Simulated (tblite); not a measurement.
Q: What does the GFN2-xTB structure of InChI=1S/C8H8SSi/c1-3-7(9-5-1)8-4-2-6-10-8/h1-6H,10H2 look like in three dimensions?

A: 
```
atom  x, y, z in Å
C1    -2.5949    0.3766   -1.2745
C2    -3.1192    0.1201   -0.0649
Si3   -1.7331   -0.2054    1.1636
C4    -0.4768    0.0723   -0.2362
C5     0.9382   -0.0002   -0.1243
C6     1.6714   -0.2896    0.9995
C7     3.0609   -0.2846    0.7832
C8     3.3894    0.0085   -0.5028
S9     2.0057    0.2851   -1.4817
C10   -1.1549    0.3507   -1.3748
H11   -3.1855    0.5966   -2.1534
H12   -4.1809    0.1162    0.1135
H13   -1.6275    0.7961    2.2252
H14   -1.6949   -1.5742    1.6798
H15    1.2108   -0.4992    1.9487
H16    3.7864   -0.4899    1.5503
H17    4.3644    0.0808   -0.9421
H18   -0.6682    0.5464   -2.3208
```

Orientation and origin are arbitrary. Atoms count from 1 in this order. The 2 C–S bonds span 1.717 Å (C8–S9, aromatic) to 1.750 Å (C5–S9, aromatic), a spread of 0.033 Å. The 5-membered ring C1–C2–Si3–C4–C10 has internal angles of 88.9° to 116.6° (sum 540°, against 540° for a flat polygon); it is planar, 0.00 Å rms from its mean plane, widest ring torsion 0°. The 7 C–C bonds span 1.343 Å (C1=C2, drawn double) to 1.444 Å (C1–C10, drawn single), a spread of 0.101 Å. Si3 (SiH2 silicon) has angles from 88.9° to 114.3°.

Bonds between heavy atoms (Å): C1=C2 1.343, C2–Si3 1.881, Si3–C4 1.901, C4–C5 1.421, C5–C6 1.373, C6–C7 1.406, C7–C8 1.359, C8–S9 1.717, C4=C10 1.354, C1–C10 1.444, C5–S9 1.750.

The geometry is computed with GFN2-xTB (gas phase).

Point group: Cs (tolerance 0.08 Å). Its GFN2-xTB frequencies are all real (lowest 49 cm⁻¹). One conformer, not necessarily the lowest (Si3–C4–C5–C6 0°). 3 starts were optimised and ended at 0.00, 1.17 and 1.17 kcal/mol (GFN2-xTB); the lowest of these is shown.

The run took 1.5 s wall on Intel Xeon at 2.50 GHz, one thread, no GPU (shared host). This is the geometry optimisation.
